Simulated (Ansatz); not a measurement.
**InNH4 (SMILES [NH2][InH2]): the vertical energy of the triplet above the singlet from total energies**

The species is InNH4 (6 atoms), meant as a singlet with charge 0. SMILES: `[NH2][InH2]`. The shape is that of a PBE0-D4/def2-TZVP optimisation.

Both states at this one shape; open shells run unrestricted unless said. 1 Eh = 27.2114 eV.

| level | program | singlet InNH4 (Eh) | triplet InNH4 (Eh) |
| --- | --- | --- | --- |
| BLYP/def2-SVP (core potential) | Ansatz | -247.142235 | -246.984229 |
| wB97X/def2-SVP (core potential) | Ansatz | -247.240166 | -247.071778 |
| MP2/def2-SVP (core potential), 5 core orbitals frozen | Ansatz | -246.186945 | -246.022586 |

Work out the vertical gap, second state less first, at each level.


1. BLYP/def2-SVP (core potential): -246.984229 − (-247.142235) = 0.158006 Eh = 4.30 eV.
2. wB97X/def2-SVP (core potential): -247.071778 − (-247.240166) = 0.168388 Eh = 4.58 eV.
3. MP2/def2-SVP (core potential): -246.022586 − (-246.186945) = 0.164359 Eh = 4.47 eV.

No measured value is set beside it here; the levels span 4.30 to 4.58 eV. Spin-orbit coupling is left out.
